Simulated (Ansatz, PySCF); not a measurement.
B(OH)(OMe)(NH2) (CH6BNO2), SMILES O(C)B(N)O. Atoms are numbered in the order given.

```xyz
11

B     -0.0791     0.5247     0.0000
O     -0.8993     1.6220     0.0000
H     -0.4206     2.4530     0.0000
O     -0.7258    -0.6820     0.0000
C     -0.0276    -1.8851     0.0000
H      0.6132    -1.9999    -0.8953
H     -0.7498    -2.7151     0.0000
H      0.6132    -1.9999     0.8953
N      1.3387     0.6170     0.0000
H      1.9437    -0.1908     0.0000
H      1.8448     1.4900     0.0000
```
Charge 0, spin multiplicity 1.

Geometry: PBE0-D3(BJ)/def2-SVP. One conformer was computed; it need not be the lowest.

Two levels are set side by side: PBE-D3(BJ)/def2-SVP (Ansatz, a quantum-chemistry and plane-wave program) and PBE0-D3(BJ)/def2-SVP (Ansatz). Each level has its own optimised geometry; the coordinates shown are those of the second. Frequencies come from the Hessian of PySCF at each geometry. Differences are taken from unrounded values.

```tsv
quantity	PBE0-D3(BJ)	PBE-D3(BJ)	PBE-D3(BJ) minus PBE0-D3(BJ)
mean bond length (Å)	1.184	1.194	0.010
bond B1–O2 (Å)	1.370	1.382	0.012
bond B1–O4 (Å)	1.369	1.382	0.013
bond B1–N9 (Å)	1.421	1.429	0.008
bond O4–C5 (Å)	1.391	1.404	0.013
bond O2–H3 (Å)	0.959	0.970	0.011
bond C5–H6 (Å)	1.107	1.117	0.010
bond C5–H7 (Å)	1.100	1.109	0.009
bond C5–H8 (Å)	1.107	1.117	0.010
bond N9–H10 (Å)	1.009	1.018	0.009
bond N9–H11 (Å)	1.009	1.018	0.009
highest harmonic wavenumber (cm⁻¹)	3961	3792	-169
mean harmonic wavenumber (cm⁻¹)	1445	1392	-52
zero-point energy (kcal/mol)	55.76	53.74	-2.02
```

Exact exchange shortens and stiffens bonds; PBE has none. Differences between two approximate levels are no errors against the true value.
